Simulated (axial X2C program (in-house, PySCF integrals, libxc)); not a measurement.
## WOH⁺: properties at the nuclei

Computed with an in-house all-electron X2C program for linear molecules (integrals from PySCF): two-component X2C with atomic mean-field Coulomb and Gaunt terms, Gaussian nuclei, basis W dyall-v3z, O dyall-av3z, H dyall-v3z with contracted cores.

W–O–H held linear, with bonds 1.770 and 0.963 Å (near the PBE0 minimum at charge 1 of the determinant lowest at the starting distance; the state shown can have its own minimum elsewhere, held linear; other orders of the atoms were not compared).

Determinant lowest in the PBE0 search, Ω = 1 (⟨Sz⟩ = 1.96, ⟨Lz⟩ = -0.96 at PBE0), spin on the atoms W 1.98, O -0.01, H 0.00:

| level | Eeff magnitude (GV/cm) | Ws magnitude W (kHz) | A∥/gI W (MHz) | qzz W (a.u.) | A∥/gI O (MHz) | qzz O (a.u.) | A∥/gI H (MHz) | qzz H (a.u.) |
| --- | --- | --- | --- | --- | --- | --- | --- | --- |
| PBE0 | 9.14 | 9.71 | 5370 | 0.37 | -117 | 1.19 | -3.64 | 0.45 |
| HF | 3.18 | 3.6 | 4620 | -1.36 | -123 | 1.24 | -3.36 | 0.45 |
| BHandHLYP | 11 | 11.2 | 5280 | -0.35 | -100 | 1.20 | -2.92 | 0.45 |

Determinant 0.32 eV from it at PBE0 and this distance, Ω = 3 (⟨Sz⟩ = 1.96, ⟨Lz⟩ = 1.04 at PBE0), spin on the atoms W 1.99, O -0.02, H 0.00:

| level | Eeff magnitude (GV/cm) | Ws magnitude W (kHz) | A∥/gI W (MHz) | qzz W (a.u.) | A∥/gI O (MHz) | qzz O (a.u.) | A∥/gI H (MHz) | qzz H (a.u.) |
| --- | --- | --- | --- | --- | --- | --- | --- | --- |
| PBE0 | 4.65 | 2.17 | 2310 | 0.94 | 27.8 | 1.20 | 1.74 | 0.45 |
| HF | 3.14 | 1.71 | 2010 | -0.65 | 18.5 | 1.25 | 1.44 | 0.45 |
| BHandHLYP | 3.13 | 1.84 | 2300 | 0.70 | 24.7 | 1.21 | 1.69 | 0.45 |

Eeff is the effective electric field on the electron electric dipole moment in this Ω state and Ws the scalar–pseudoscalar constant of the nucleus named (defined with the proton number Z and per Ω); A∥ (defined per Ω) follows by multiplying with gI = μI/(I μN); qzz is the electric field gradient, eQq0 = 234.96 MHz × Q/barn × qzz. The operators were transformed with the bare-nucleus X2C matrices; with these basis sets, hyperfine constants and field gradients can be off by tens of per cent, and where levels differ in sign neither size nor sign is settled.

**Question.** With gI(183W) = 0.2356, gI(17O) = -0.7575, Q(17O) = -0.02558 barn, gI(1H) = 5.5857 (g factors from the IAEA table of nuclear moments by Stone; Q from Pyykkö, Mol. Phys. 2018), turn the PBE0 values of the first state into constants in MHz.

**Answer.** A∥(183W) = 5370 × 0.2356 = 1270 MHz; A∥(17O) = -117 × -0.7575 = 88.6 MHz; eQq0(17O) = 234.96 × (-0.02558) × (1.19) = -7.15 MHz; A∥(1H) = -3.64 × 5.5857 = -20.3 MHz.

The molecule was held linear; bending was not examined, so a bent shape may lie lower.

Each state is one determinant with collinear spin, which with several unpaired electrons need not be a pure state. Unrestricted Hartree–Fock can overshoot spin polarisation at the nuclei. With several open shells hyperfine constants can be off by a factor of several. Where Eeff spreads by more than a factor of two the levels disagree and none is to be relied on. Open-shell Ω = 0 determinants with evenly filled partner blocks cannot be reached by this program, so the Ω shown need not be the lowest component. The search compared states at one distance, so a state with another bond length can lie lower. Where a field gradient or hyperfine factor spreads by more than a factor of two over the levels, a constant derived from it is not to be relied on. PBE0 term energies can be off by some tenths of an eV.
